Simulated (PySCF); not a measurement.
PySCF input file for hexa-1,2-dien-5-yne (C₆H₆), SMILES C#CCC=C=C, ωB97X-D3(BJ)/def2-SVP. Coordinates come from a ωB97X-D3(BJ)/def2-SVP optimisation. Other conformers were not sampled.

```python
import numpy as np
from pyscf import gto, scf, dft, df
from pyscf.hessian import thermo

mol = gto.M(
    atom='''
    C    -2.53424882    1.38235005    0.55427521
    C    -1.77941815    0.54109875    0.12579540
    C    -0.85160167   -0.48434689   -0.37624395
    C     0.41795006   -0.56943586    0.44969669
    C     1.62240458   -0.43448552   -0.04975702
    C     2.82280580   -0.29744276   -0.55704795
    H    -3.20674284    2.13266416    0.93138142
    H    -1.36637432   -1.46082601   -0.36235835
    H    -0.59982765   -0.27145157   -1.42687698
    H     0.30323825   -0.75083210    1.52548343
    H     3.37941475   -1.16176438   -0.93572852
    H     3.30294090    0.68578318   -0.61221124
    ''',
    basis='def2-SVP',
    charge=0,
    spin=0,
    max_memory=1600,
    verbose=3,
)
mf = dft.RKS(mol, xc='wb97x-d3bj').density_fit(auxbasis='def2-universal-jkfit')
mf.grids.level = 3
mf.conv_tol = 1e-11
mf.max_cycle = 100
mf.kernel()

# [left out here: the lines that compute and print the analytic Hessian (its translational invariance restored by hand, since the grid's response is missing), thermochemistry and intensities]
```

Log of the run:

```
converged SCF energy = -232.051320881018

WARN: DFTD3 does not support analytical Hessian, using finite difference


WARN: Mole.unit (angstrom) is changed to Bohr

Mode                                 0                   1                   2
Irrep
Freq [cm^-1]                       53.1605            166.4986            217.5433
Reduced mass [au]                   3.3780              2.7154              3.3725
Force const [Dyne/A]                0.0056              0.0444              0.0940
Char temp [K]                      76.4861            239.5544            312.9963
Normal mode                   x     y     z       x     y     z       x     y     z
       0   C                 0.11  0.07 -0.03   -0.09 -0.00 -0.08    0.09 -0.04  0.04
       1   C                 0.04 -0.01 -0.01    0.03  0.05  0.03    0.02 -0.03 -0.09
       2   C                -0.03 -0.09  0.02    0.06  0.07  0.04    0.06  0.00 -0.07
       3   C                -0.02 -0.12  0.00    0.03 -0.09  0.07   -0.04  0.04  0.08
       4   C                -0.04  0.00  0.01    0.02 -0.05  0.05   -0.03  0.02  0.11
       5   C                -0.05  0.13  0.01   -0.04  0.02 -0.08   -0.10 -0.00 -0.06
       6   H                 0.18  0.14 -0.06   -0.19 -0.05 -0.16    0.13 -0.05  0.14
       7   H                -0.09 -0.06  0.07    0.03  0.09 -0.10    0.08 -0.01 -0.17
       8   H                -0.04 -0.14  0.01    0.14  0.17  0.08    0.18  0.06 -0.03
       9   H                -0.01 -0.21 -0.01    0.03 -0.27  0.04   -0.14  0.13  0.09
      10   H                 0.01  0.20 -0.08   -0.10  0.07 -0.30   -0.13 -0.03 -0.04
      11   H                -0.12  0.16  0.10   -0.03  0.02  0.03   -0.12 -0.00 -0.22
Mode                                 3                   4                   5
Irrep
Freq [cm^-1]                      336.6572            358.0978            467.9163
Reduced mass [au]                   2.2768              2.3704              2.6478
[...]
Reduced mass [au]                   1.6444              3.4559              1.5432
Force const [Dyne/A]                0.8401              1.9318              0.9243
Char temp [K]                    1339.7315           1401.4256           1450.6316
Normal mode                   x     y     z       x     y     z       x     y     z
       0   C                -0.00  0.01  0.00    0.08 -0.09 -0.04    0.00 -0.00 -0.00
       1   C                -0.04 -0.04  0.01    0.02 -0.05 -0.06   -0.00 -0.00 -0.00
       2   C                 0.09  0.08 -0.01   -0.09  0.12  0.12   -0.00  0.01  0.00
       3   C                 0.02 -0.11 -0.04   -0.02 -0.02 -0.04    0.00 -0.03 -0.01
       4   C                -0.02  0.01 -0.01    0.02 -0.00  0.03   -0.00  0.12  0.02
       5   C                -0.03  0.01  0.02    0.01  0.01 -0.01    0.00 -0.13 -0.02
       6   H                 0.02  0.03  0.00    0.10 -0.10 -0.03    0.00 -0.00 -0.00
       7   H                 0.07  0.09  0.30   -0.21  0.18 -0.00   -0.01  0.01  0.00
       8   H                -0.07 -0.22 -0.11   -0.18  0.26  0.13   -0.01  0.01  0.00
       9   H                -0.09  0.57  0.06    0.03  0.10 -0.01   -0.00  0.03  0.00
      10   H                -0.17 -0.01 -0.13    0.00 -0.01  0.01    0.47  0.24 -0.17
      11   H                 0.06 -0.03  0.13    0.05 -0.01 -0.02   -0.48  0.13  0.24
Mode                                15                  16                  17
Irrep
Freq [cm^-1]                     1044.7439           1147.9975           1216.0918
Reduced mass [au]                   2.9148              1.4270              1.1834
Force const [Dyne/A]                1.8745              1.1081              1.0311
Char temp [K]                    1503.1538           1651.7129           1749.6853
Normal mode                   x     y     z       x     y     z       x     y     z
       0   C                 0.02 -0.02 -0.01    0.00 -0.00 -0.00   -0.00 -0.00  0.00
       1   C                -0.00 -0.04  0.03   -0.00 -0.01  0.01    0.02  0.04 -0.04
       2   C                -0.06  0.06 -0.11   -0.04  0.01 -0.07   -0.02 -0.02 -0.01
       3   C                 0.00 -0.02  0.17    0.10  0.02  0.00    0.07 -0.03  0.05
       4   C                -0.01  0.01 -0.05    0.02 -0.00  0.03   -0.00  0.00 -0.02
       5   C                 0.08  0.01 -0.02   -0.08 -0.01  0.03   -0.02 -0.00  0.01
       6   H                 0.02 -0.01 -0.03    0.00 -0.00 -0.01   -0.01 -0.01  0.01
       7   H                -0.26  0.17  0.13   -0.19  0.09 -0.02    0.41 -0.24  0.01
       8   H                -0.15 -0.17 -0.18   -0.10 -0.05 -0.10   -0.66  0.34 -0.10
       9   H                -0.15 -0.07  0.15    0.72  0.00  0.06   -0.15  0.03  0.04
      10   H                 0.14  0.04 -0.03   -0.18 -0.08  0.06   -0.07 -0.04  0.04
      11   H                 0.12 -0.01 -0.05   -0.19  0.03  0.10   -0.07  0.02  0.04
Mode                                18                  19                  20
Irrep
Freq [cm^-1]                     1301.6632           1379.1669           1446.8731
Reduced mass [au]                   1.3623              1.3521              1.0887
Force const [Dyne/A]                1.3599              1.5153              1.3429
Char temp [K]                    1872.8035           1984.3141           2081.7283
Normal mode                   x     y     z       x     y     z       x     y     z
       0   C                -0.01  0.02  0.01   -0.01  0.01  0.01    0.00 -0.00 -0.00
       1   C                -0.02 -0.01 -0.01   -0.01  0.00 -0.01    0.01  0.00  0.01
       2   C                 0.10 -0.07  0.03    0.11 -0.04  0.00    0.00  0.05  0.06
       3   C                 0.06  0.04 -0.01   -0.08  0.01 -0.01   -0.00  0.00 -0.00
       4   C                 0.02  0.00 -0.02   -0.04 -0.01  0.03   -0.00 -0.00  0.00
       5   C                -0.02 -0.00  0.01   -0.01 -0.00  0.00   -0.00 -0.00  0.00
       6   H                -0.01  0.02  0.02   -0.01  0.02  0.01    0.00 -0.00 -0.00
       7   H                -0.58  0.28 -0.15   -0.14  0.09 -0.01    0.12 -0.03 -0.66
       8   H                -0.23  0.11 -0.02   -0.36  0.14 -0.07   -0.25 -0.61 -0.14
       9   H                -0.35 -0.04 -0.07    0.36  0.00  0.04   -0.01 -0.01 -0.00
      10   H                -0.16 -0.09  0.03    0.34  0.27 -0.12    0.02  0.01 -0.00
      11   H                -0.15  0.06  0.10    0.37 -0.18 -0.18    0.02 -0.01 -0.01
Mode                                21                  22                  23
Irrep
Freq [cm^-1]                     1492.1441           2118.9365           2271.5253
Reduced mass [au]                   2.0197              9.6845              5.8364
Force const [Dyne/A]                2.6495             25.6190             17.7431
Char temp [K]                    2146.8632           3048.6779           3268.2192
Normal mode                   x     y     z       x     y     z       x     y     z
       0   C                 0.00 -0.00 -0.00    0.00 -0.00 -0.00    0.10 -0.11 -0.06
       1   C                -0.00 -0.00  0.00   -0.00  0.00  0.00   -0.14  0.15  0.08
       2   C                -0.06  0.01 -0.00    0.01  0.00  0.00    0.02 -0.02 -0.01
       3   C                 0.14  0.01 -0.02   -0.12 -0.01  0.04    0.00 -0.00 -0.00
       4   C                 0.00  0.00 -0.01    0.21  0.02 -0.09   -0.00 -0.00  0.00
       5   C                -0.13 -0.02  0.06   -0.10 -0.01  0.04    0.00  0.00 -0.00
       6   H                 0.00 -0.01 -0.00    0.00 -0.00 -0.00    0.19 -0.22 -0.11
       7   H                -0.03 -0.01 -0.01    0.02 -0.01  0.01    0.00 -0.01 -0.01
       8   H                 0.17 -0.03  0.04   -0.01  0.00 -0.00    0.01 -0.01 -0.01
       9   H                -0.25 -0.00 -0.07    0.01 -0.01  0.08   -0.00  0.00 -0.00
      10   H                 0.27  0.31 -0.07   -0.03  0.07  0.03    0.00 -0.00 -0.00
      11   H                 0.30 -0.24 -0.16   -0.03 -0.08 -0.00    0.00  0.00  0.00
Mode                                24                  25                  26
Irrep
Freq [cm^-1]                     3077.0165           3141.9293           3161.9969
Reduced mass [au]                   1.0648              1.1025              1.0628
Force const [Dyne/A]                5.9398              6.4126              6.2608
Char temp [K]                    4427.1417           4520.5368           4549.4096
Normal mode                   x     y     z       x     y     z       x     y     z
       0   C                -0.00  0.00  0.00   -0.00 -0.00  0.00    0.00 -0.00 -0.00
       1   C                -0.00 -0.00  0.00    0.00 -0.00 -0.00    0.00 -0.00 -0.00
       2   C                -0.02 -0.05 -0.04   -0.03 -0.05  0.07   -0.00 -0.00  0.00
       3   C                 0.00  0.00  0.00    0.00  0.00 -0.01   -0.00 -0.00  0.00
       4   C                 0.00 -0.00 -0.00   -0.00 -0.00  0.00    0.01  0.00 -0.00
       5   C                 0.00 -0.00 -0.00    0.00  0.00 -0.00   -0.06 -0.01  0.03
       6   H                -0.00  0.00  0.00    0.00 -0.00  0.00   -0.00  0.00  0.00
       7   H                 0.39  0.75 -0.02    0.21  0.40 -0.00    0.01  0.01 -0.00
       8   H                -0.11 -0.10  0.45    0.19  0.16 -0.79    0.00  0.00 -0.01
       9   H                -0.00 -0.00  0.00   -0.01 -0.02  0.09    0.00  0.00 -0.01
      10   H                -0.00  0.00  0.00   -0.01  0.01  0.00    0.34 -0.55 -0.23
      11   H                -0.00 -0.00  0.00   -0.01 -0.01  0.00    0.29  0.62 -0.03
Mode                                27                  28                  29
Irrep
Freq [cm^-1]                     3189.6828           3256.8029           3485.5635
Reduced mass [au]                   1.0913              1.1179              1.1666
Force const [Dyne/A]                6.5414              6.9861              8.3506
Char temp [K]                    4589.2434           4685.8143           5014.9498
Normal mode                   x     y     z       x     y     z       x     y     z
       0   C                 0.00 -0.00 -0.00    0.00 -0.00 -0.00   -0.07  0.07  0.04
       1   C                 0.00  0.00  0.00   -0.00  0.00  0.00    0.02 -0.02 -0.01
       2   C                -0.00 -0.00  0.01   -0.00 -0.00  0.00   -0.00  0.00  0.00
       3   C                -0.01 -0.01  0.08   -0.00  0.00  0.00   -0.00  0.00 -0.00
       4   C                 0.01  0.00 -0.00   -0.00  0.00  0.00   -0.00 -0.00  0.00
       5   C                 0.00  0.00 -0.00   -0.00  0.09  0.02    0.00  0.00  0.00
       6   H                 0.00 -0.00 -0.00   -0.00  0.00  0.00    0.57 -0.64 -0.32
       7   H                 0.02  0.04  0.00    0.00  0.00  0.00    0.00  0.00  0.00
       8   H                 0.02  0.02 -0.08    0.00  0.00 -0.00   -0.00 -0.00  0.00
       9   H                 0.10  0.16 -0.93   -0.00  0.00 -0.00    0.00 -0.00  0.00
      10   H                -0.01  0.01  0.00    0.34 -0.52 -0.23    0.00 -0.00 -0.00
      11   H                -0.00 -0.01  0.00   -0.30 -0.60  0.04    0.00  0.00 -0.00
temperature 298.1500 [K]
pressure 101325.00 [Pa]
Rotational constants [GHz] 14.02904 1.53766 1.48412
Symmetry number 1
Zero-point energy (ZPE) 0.09489 [Eh]   249138.552 [J/mol]
                           tot       elec      trans        rot        vib
Entropy [J/mol/K]       335.997      0.000    163.100    111.752     61.145
Cv [J/mol/K]             97.354      0.000     12.472     12.472     72.410
Cp [J/mol/K]            105.668      0.000     20.786     12.472     72.410
Internal energy [J/mol]                      3718.434   3718.434 259201.028
Internal energy [Eh]   -231.94976  -232.05132
Enthalpy [J/mol]                             6197.391   3718.434 259201.028
Enthalpy [Eh]          -231.94882
Gibbs free energy [J/mol]                  -42430.742 -29600.518 240970.574
Gibbs free energy [Eh] -231.98698
mode   freq/cm-1   IR/(km/mol)
   1       53.16         0.032
   2      166.50         1.098
   3      217.54         0.117
   4      336.66         3.387
   5      358.10        11.802
   6      467.92         5.634
   7      555.05         8.220
   8      607.14        11.240
   9      726.18        38.442
  10      739.64        33.926
  11      880.45         6.548
  12      898.81        49.825
  13      931.16        14.709
  14      974.04         2.740
  15     1008.24         0.029
  16     1044.74         0.241
  17     1148.00         0.279
  18     1216.09         0.097
  19     1301.66        19.971
  20     1379.17         1.955
  21     1446.87         6.776
  22     1492.14         3.518
  23     2118.94        57.612
  24     2271.53         3.818
  25     3077.02         9.490
  26     3141.93         1.986
  27     3162.00         0.736
  28     3189.68         1.475
  29     3256.80         0.087
  30     3485.56        72.014
max |gradient| / (hartree/bohr): 2.3778305924932863e-05
APT charges: [-0.3248 -0.0293  0.1692 -0.0869  0.1397 -0.2011  0.2079 -0.0208  0.0022
  0.0374  0.0531  0.0533]
```

Self-consistency was reached.
